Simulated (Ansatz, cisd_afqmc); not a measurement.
Species: BHBr, charge 0, doublet. BHBr (SMILES Br[BH], doublet).
B3LYP-D3(BJ)/def2-TZVP minimum from Ansatz (a program for electronic structure):
```
B
H 1 1.1882
Br 1 1.8779 2 123.60
```
Charge 0, spin multiplicity 2.

Total energies in cc-pVDZ, 11 correlated electrons, 15 frozen orbitals. UHF or UKS for unpaired electrons; spin-orbit terms are left out. Cores are frozen in correlated methods (noble-gas shells, and filled d and f shells in the p block). No relativity. AFQMC is phaseless with a CISD trial state; ± is one standard error, without the phaseless bias. Outlying blocks are dropped, and bars are widened where a walk drifts. Over all cases where full CI ran beside it in this data, AFQMC minus full CI had a median of +0.1 mEh and passed +0.4 mEh in a tenth of the cases. Spin-orbit terms, left out, reach several kcal/mol for Br and I, and more for heavier atoms.

```csv
method,program,energy (Eh),minus CCSDTQ (mEh)
HF,Ansatz,-2597.61311,206.27
MP2,Ansatz,-2597.78940,29.98
CCSD,Ansatz,-2597.81296,6.42
CCSD(T),Ansatz,-2597.81827,1.11
CCSDT(Q),Ansatz,-2597.81942,-0.04
CCSDTQ,Ansatz,-2597.81938,0.00
AFQMC/CISD,cisd_afqmc,-2597.8192 ± 0.0002,0.1 ± 0.2
```

Rough core times of Ansatz's runs on a shared machine: CCSD(T) under 20 s, CCSDT(Q) 20 s, CCSDTQ 10 min.
